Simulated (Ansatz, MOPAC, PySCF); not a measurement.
Stepwise substitution at one centre (Ga CH3-H). Gas-phase values, no solvent. Strings in code marks are SMILES.

Quantity: vertical ionisation energy (energy after one electron is removed minus that of the parent at the parent's geometry), in eV.

Level 1: frozen-core MP2/cc-pVTZ // B3LYP-D3(BJ)/def2-TZVP (Ansatz, a quantum-chemistry and plane-wave program)
Level 2: minus the HOMO energy of HF/STO-3G // B3LYP-D3(BJ)/def2-TZVP (PySCF)
Level 3: minus the HOMO energy of PBE-D3(BJ)/def2-TZVP // B3LYP-D3(BJ)/def2-TZVP (PySCF)
Level 4: minus the HOMO energy of PM3 // B3LYP-D3(BJ)/def2-TZVP (MOPAC)

```csv
species,level 1,level 2,level 3,level 4
`[GaH3]`,11.39,6.89,[?],11.85
`[CH3][GaH][CH3]`,10.09,6.66,6.43,9.38
`[CH3][GaH2]`,10.57,[?],6.79,[?]
```

Q: What belongs in the gaps?

A: 
- `[GaH3]`, level 3: 7.34
- `[CH3][GaH2]`, level 2: 6.88
- `[CH3][GaH2]`, level 4: 10.22
